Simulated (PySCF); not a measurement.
## Se: excitation energy

Se [Ar] 3d10 4s2 4p4 (3P) → Se [Ar] 3d10 4s1 4p4 4d1 (high-spin determinant), as a difference of total energies. Computed with PySCF 2.14 in aug-cc-pwCVTZ-PP with ECP10MDF (8s7p6d4f1g, 96 functions), with scalar relativity through the core potential. Correlated levels: valence: 3s2 3p6 3d10 frozen; valence and next inner shell: nothing frozen outside the core potential. The calculations carry no spin-orbit coupling.

```tsv
method	excitation energy (eV)
UHF	18.277
LDA	19.449
PBE	18.997
PBE0	19.057
r2SCAN	18.979
wB97X-V	19.653
r2SCAN0	19.022
wB97X	20.052
HSE06	19.119
MP2 (valence)	18.736
SCS-MP2 (valence)	18.904
MP2 (valence and next inner shell)	19.199
SCS-MP2 (valence and next inner shell)	19.256
```

How much does correlation contribute at MP2 (valence and next inner shell)?

19.199 − (18.277) = 0.922 eV, measured against UHF.

The upper state lies above the first ionisation limit, where it may autoionise and the basis confines it.

The promoted electron is Rydberg-like, and one or two diffuse shells describe it only roughly, which tends to raise the upper state.

In the upper state the promoted electron has a positive orbital energy at LDA, PBE, PBE0, r2SCAN, r2SCAN0, HSE06, so the basis confines it.

The determinant of the upper state mixes LS terms, which raises its energy above the lowest term, most at the Hartree-Fock and MP2 levels.
